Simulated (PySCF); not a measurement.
Delta-SCF ions had no search for a lower state. Excitations are Tamm–Dancoff values on a coarser integration grid. The basis has no diffuse functions, so Rydberg states are missing or too high.

Cartesian coordinates (Å):
SMILES: [SiH](=C)S
```xyz
7

C     -1.0809    -0.5521     0.1566
Si     0.0592     0.6862    -0.0338
S      2.1584     0.4988     0.0653
H     -0.8261    -1.5845     0.3595
H     -2.1374    -0.3234     0.0753
H     -0.2847     2.0947    -0.3060
H      2.1116    -0.8197     0.3235
```
Charge 0, multiplicity 1.

Q: What total energy, brightest of the four lowest singlets (TDA), LUMO, S1–T1 gap (TDA), vertical ionisation energy (Delta-SCF), HOMO–LUMO gap, S1 oscillator strength and S1 excitation (TDA) does PySCF 2.14.0 with PBE0-D3(BJ)/def2-TZVP give?

A: 
```json
{
 "total_energy": "-727.8987 Ha",
 "brightest of the four lowest singlets (TDA)": "5.35 eV",
 "LUMO": "-0.86 eV",
 "S1–T1 gap (TDA)": "2.02 eV",
 "vertical ionisation energy (Delta-SCF)": "8.20 eV",
 "HOMO–LUMO gap": "5.43 eV",
 "S1 oscillator strength": "0.010",
 "S1 excitation (TDA)": "4.88 eV"
}
```
